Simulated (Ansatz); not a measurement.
One change: `[GaH2][CH]1CO1` becomes `BrC1CO1`.

Ansatz, PBE0-D4/def2-TZVP geometries, multiplicity 1. 

Scalar relativity is left out up to krypton. Spin–orbit coupling is left out; it splits and shifts lone-pair levels of the heavy atoms by tenths of an eV.

| property | `[GaH2][CH]1CO1` |
| --- | --- |
| HOMO–LUMO gap (PBE/def2-TZVPP) / eV | 3.38 |
| HOMO–LUMO gap (ωB97M-V/def2-TZVPP) / eV | 9.64 |
| size of the dipole moment (ωB97M-V/def2-TZVPP) / D | 1.69 |
| HOMO–LUMO gap (B3LYP/def2-TZVPP) / eV | 5.13 |
| zero-point energy (PBE0-D4/def2-TZVP) / kJ/mol | 158.4 |
| HOMO energy (PBE/def2-TZVPP) / eV | -5.89 |

**Question.** What does the change do to each property? (Estimate.)

**Answer.** Ansatz gave: 
| property | `BrC1CO1` | shift |
| --- | --- | --- |
| HOMO–LUMO gap (PBE/def2-TZVPP) / eV | 5.65 | 2.27 |
| HOMO–LUMO gap (ωB97M-V/def2-TZVPP) / eV | 12.33 | 2.69 |
| size of the dipole moment (ωB97M-V/def2-TZVPP) / D | 2.18 | 0.49 |
| HOMO–LUMO gap (B3LYP/def2-TZVPP) / eV | 7.47 | 2.34 |
| zero-point energy (PBE0-D4/def2-TZVP) / kJ/mol | 126.5 | -31.9 |
| HOMO energy (PBE/def2-TZVPP) / eV | -6.68 | -0.79 |

With PBE0 the HOMO falls by 0.66 eV and the LUMO rises by 1.69 eV, so the gap widens by about 2.35 eV. PBE moves the HOMO by -0.79 eV and ωB97M-V by -0.62 eV. The zero-point energy changes by -31.9 kJ/mol with -6 modes. Dipoles are sizes alone; their direction can turn.

B3LYP here is the variant with VWN-RPA as its local correlation; programs differ in this.
